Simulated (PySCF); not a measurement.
## Dipole moment and polarisability of `C=C(C(=O)O)S(C)(=O)=O`

Compound: C4H6O4S.
Numbering: `[CH2:1]=[C:2]([C:3](=[O:4])[OH:5])[S:6]([CH3:7])(=[O:8])=[O:9]` (hydrogens: H10, H11 on C1; H12 on O5; H13, H14, H15 on C7)

Geometry (GFN2-xTB, Å), atoms numbered from 1 in this order:
```
atom  x, y, z in Å
C1    -0.7445   -1.4723   -1.1395
C2    -0.5465   -0.4599   -0.3160
C3    -1.3391    0.7811   -0.2300
O4    -0.8687    1.8602    0.0244
O5    -2.6371    0.5876   -0.4598
S6     0.7911   -0.5516    0.9138
C7     1.9495    0.7579    0.4516
O8     0.2171   -0.2621    2.1951
O9     1.4353   -1.8237    0.7356
H10   -0.0885   -2.3262   -1.0833
H11   -1.5345   -1.4799   -1.8739
H12   -3.1295    1.4191   -0.3565
H13    1.4031    1.6917    0.4224
H14    2.3640    0.5022   -0.5145
H15    2.7239    0.7838    1.2086
```

Level: PBE0/def2-SVPD (PySCF), static field, nuclei fixed, core orbitals frozen in the response. The polarisability tensor in these axes (au):

```
x   84.86  0.21  9.09
y    0.21 85.57  8.58
z    9.09  8.58 73.02
```

Task: What are the eigenvalues, a third of the trace, and Δα (Δα² = ½Σ(αi − αj)² over the three pairs)?

Result: Principal values 65.26, 85.02 and 93.17 au; mean 81.15 au = 12.03 Å³ = 13.38 × 10⁻⁴⁰ C²·m²/J; Δα = 24.86 au (31 % of the mean).

Task: What is the dipole moment, and where does it point?

Result: (-1.30, 1.40, -4.09) D, 4.51 D in size, pointing from the negative to the positive side. Measured along this direction, the outermost atoms are O8 at the negative end and H11 and H12 at the positive end.

Task: What depolarisation ratio follows for Rayleigh scattering of linearly polarised light, taking the static tensor?

Result: ρ = 3Δα²/(45ᾱ² + 4Δα²) = 1854.1/(296336 + 2472.1) = 0.0062.

Task: Orientational against electronic polarisability at 273 K (dilute gas, rigid molecules)?

Result: In Gaussian units μ²/3kT = 180.00 Å³ against 12.03 Å³, a ratio of 14.97; the Debye molar polarisation (4π/3)N_A(α + μ²/3kT) is 484.4 cm³/mol, leaving out the vibrational part.

Task: Estimate the molar refractivity from the static electronic polarisability.

Result: Lorentz–Lorenz: R = (4π/3)N_A α = 2.5225 cm³/(mol·Å³) × 12.03 Å³ = 30.3 cm³/mol, in the limit of long wavelengths.

Task: Sum over states: ᾱ = Σ f/ω², ω in Eh. What share falls to these 6 lowest TDDFT singlets (eV, f)? 4.93, 0.0075; 5.23, 0.0021; 5.48, 0.0028; 6.07, 0.0171; 6.42, 0.0002; 6.69, 0.1944.

Result: They add up to 3.92 au, 4.8 % of the 81.15 au; the largest single term is 3.21 au, from the state at 6.69 eV. Terms in order: 0.23, 0.06, 0.07, 0.34, 0.00, 3.21 au. Higher excitations give the rest. The strengths listed sum to 0.224.

Isolated species at its GFN2-xTB geometry (one conformer only).

These values come from a run that also computed excited states. Hardware: one thread, Arm Neoverse N1 (aarch64), shared host with 64 logical CPUs at a one-minute load of 47. Cost: 87 s wall, 0.95 GiB resident at most.
